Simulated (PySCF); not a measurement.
Gas-phase reaction: GeCl₂ + 2 GeH₄ ⇌ Ge₂H₆ + GeH₂Cl₂

Energies from PySCF, thermal terms from the rigid-rotor harmonic-oscillator model, ideal gas at 1 bar. † marks an energy on the PBE0/def2-TZVP geometry and frequencies; other levels use their own. 6-31G* has spherical d functions here. All species are closed-shell singlets. B3LYP is the form with VWN-RPA correlation. Ge: all electrons, no relativistic terms. The harmonic model lacks anharmonicity and excited electronic states, which grow with temperature; levels with a mode under 35 cm⁻¹ are left out. Internal rotation in Ge₂H₆ is treated as a harmonic vibration of one conformer, which makes the entropy rough.

| level | ΔE electronic, kJ | ΔH°(298 K), kJ | ΔS°(298 K), J/K | ΔG°(2000 K), kJ |
|---|---|---|---|---|
| B3LYP/6-31G* | -37 | -32 | -129 | 194 |
| BLYP/def2-TZVP† | -17 | -12 | -129 | 215 |
| HF/def2-TZVP† | -67 | -61 | -129 | 166 |
| PBE/def2-SVP | -55 | -50 | -128 | 175 |
| PBE0/def2-QZVP† | -74 | -69 | -129 | 158 |
| PBE0/def2-TZVP | -76 | -70 | -129 | 157 |
| ωB97X-V/def2-TZVP† | -83 | -78 | -129 | 150 |
ΔH° is lowest at ωB97X-V/def2-TZVP† and highest at BLYP/def2-TZVP†. No reference value is set beside these.
